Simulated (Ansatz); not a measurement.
Basis sets compared for (Cl2Ga-mu-SH)3 (Ga₃H₃S₃Cl₆). Charge 0, multiplicity 1. Geometry PBE-D4/def2-SVP. Ansatz on 2 threads of AMD EPYC 7R13 on a shared host and a share (18 GiB) of an NVIDIA H100 80GB HBM3; times are rough, and most runs start from earlier orbitals.

```xyz
15

Ga   -1.176   -0.362    1.782
Cl   -1.473   -0.187    3.921
Cl   -2.680   -1.367    0.616
S    -0.660    1.843    1.024
Ga   -0.421    1.805   -1.356
Cl    0.028    3.868   -1.847
Cl   -2.039    0.786   -2.342
S     1.586    0.590   -1.759
Ga    1.437   -1.592   -0.820
Cl    3.452   -2.392   -0.860
Cl   -0.163   -2.643   -1.801
S     1.026   -1.244    1.511
H    -1.955    2.272    0.985
H     2.363    1.167   -0.798
H     0.675   -2.542    1.743
```

The 6-31G sets use Cartesian d functions. Single mean-field runs in def2-TZVP are fitted with def2-universal-jkfit.

Binding counts from free atoms (Ga doublet, Cl doublet, S triplet, H doublet) in the same basis, without a counterpoise term.

| level | functions | energy (Eh) | HOMO (eV) | LUMO (eV) | binding per atom (eV) | wall time |
| --- | --- | --- | --- | --- | --- | --- |
| HF/STO-3G | 138 | -9612.0591 | -9.12 | 4.50 | – | 6 s |
| HF/6-31G | 210 | -9720.2362 | -12.69 | 0.32 | 1.78 | 13 s |
| PBE-D4/def2-SVP | 273 | -9728.2057 | -7.35 | -2.83 | 3.12 | 4.1 s |
| PBE0-D4/def2-SVP | 273 | -9728.6622 | -8.84 | -1.99 | 3.08 | 4.1 s |

(1) Estimate the rows for HF/def2-TZVP, PBE-D4/def2-TZVP (with forces), PBE0-D4/def2-TZVP.

Results:

(1) 
```json
{"level": "HF/def2-TZVP", "functions": "495", "energy (Eh)": "-9721.7414", "HOMO (eV)": "-12.13", "LUMO (eV)": "1.48", "binding per atom (eV)": "2.19", "wall time": "3.8 s"}
{"level": "PBE-D4/def2-TZVP (with forces)", "functions": "495", "energy (Eh)": "-9730.3151", "HOMO (eV)": "-7.54", "LUMO (eV)": "-3.03", "binding per atom (eV)": "3.09", "wall time": "4.6 s"}
{"level": "PBE0-D4/def2-TZVP", "functions": "495", "energy (Eh)": "-9730.7554", "HOMO (eV)": "-8.96", "LUMO (eV)": "-2.16", "binding per atom (eV)": "3.07", "wall time": "5.5 s"}
```
